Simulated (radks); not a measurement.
Problem. These are the eigenvalues of the occupied orbitals of an atom or ion with whole-number occupations (hartree). Method: non-relativistic Kohn-Sham, r2SCAN, spin-polarised, spherical densities, point nucleus; meta-GGA in the generalised Kohn-Sham scheme; computed with a radial shooting solver on a logarithmic mesh with Libxc functionals.

1s up: -7.73850
1s down: -7.71292
2s up: -1.08358
4p up: -0.11947

Which element is it, and in what charge state? The configuration may be excited. Open shells, if any, are filled with parallel spins first.

Solution. Z = 5, boron, charge +1: B+ in [He] 2s1 4p1. The list shows which subshells hold electrons but not how many an open one holds; the 1s level, -7.7385 hartree, gives Z - s = 3.9 by -(Z - s)^2/2, which with screening narrows Z to a few neighbours, and the depths of the outer levels then fix element, charge and occupations together.
